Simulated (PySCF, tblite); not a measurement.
Energy landscape of H4Ge, singlet: flattening of a tetrahedron along the D2d path, bond length relaxed. Scanned: the two opposite H-Ge-H angles (109.47 = tetrahedral, 180 = square planar). Other coordinates (Ge-H bond length) were minimised at PBE0/def2-TZVP.

- GFN2-xTB, 300 K electronic temperature (tblite)
- CCSD(T) on RHF/cc-pVTZ, 9 core orbitals frozen (PySCF)

Energies relative to the lowest point of each profile, in kcal/mol; the last columns give the difference from CCSD(T):

```json
[
 {"a / °": "90", "GFN2-xTB": "10.0", "CCSD(T)": "10.9", "GFN2-xTB − CCSD(T)": "-0.9"},
 {"a / °": "95", "GFN2-xTB": "5.3", "CCSD(T)": "5.9", "GFN2-xTB − CCSD(T)": "-0.6"},
 {"a / °": "100", "GFN2-xTB": "2.2", "CCSD(T)": "2.5", "GFN2-xTB − CCSD(T)": "-0.3"},
 {"a / °": "105", "GFN2-xTB": "0.5", "CCSD(T)": "0.6", "GFN2-xTB − CCSD(T)": "-0.1"},
 {"a / °": "109.47", "GFN2-xTB": "0.0", "CCSD(T)": "0.0", "GFN2-xTB − CCSD(T)": "0.0"},
 {"a / °": "115", "GFN2-xTB": "0.7", "CCSD(T)": "0.8", "GFN2-xTB − CCSD(T)": "-0.2"},
 {"a / °": "120", "GFN2-xTB": "2.4", "CCSD(T)": "2.9", "GFN2-xTB − CCSD(T)": "-0.6"},
 {"a / °": "130", "GFN2-xTB": "8.4", "CCSD(T)": "10.8", "GFN2-xTB − CCSD(T)": "-2.4"},
 {"a / °": "140", "GFN2-xTB": "17.4", "CCSD(T)": "23.4", "GFN2-xTB − CCSD(T)": "-5.9"},
 {"a / °": "150", "GFN2-xTB": "28.3", "CCSD(T)": "40.1", "GFN2-xTB − CCSD(T)": "-11.9"},
 {"a / °": "160", "GFN2-xTB": "39.1", "CCSD(T)": "60.5", "GFN2-xTB − CCSD(T)": "-21.4"},
 {"a / °": "170", "GFN2-xTB": "47.1", "CCSD(T)": "82.9", "GFN2-xTB − CCSD(T)": "-35.8"},
 {"a / °": "180", "GFN2-xTB": "49.8", "CCSD(T)": "101.1", "GFN2-xTB − CCSD(T)": "-51.3"}
]
```

GFN2-xTB is furthest from CCSD(T) at 180 (-51.3 kcal/mol, below); its mean absolute difference over the points is 10.1 kcal/mol.
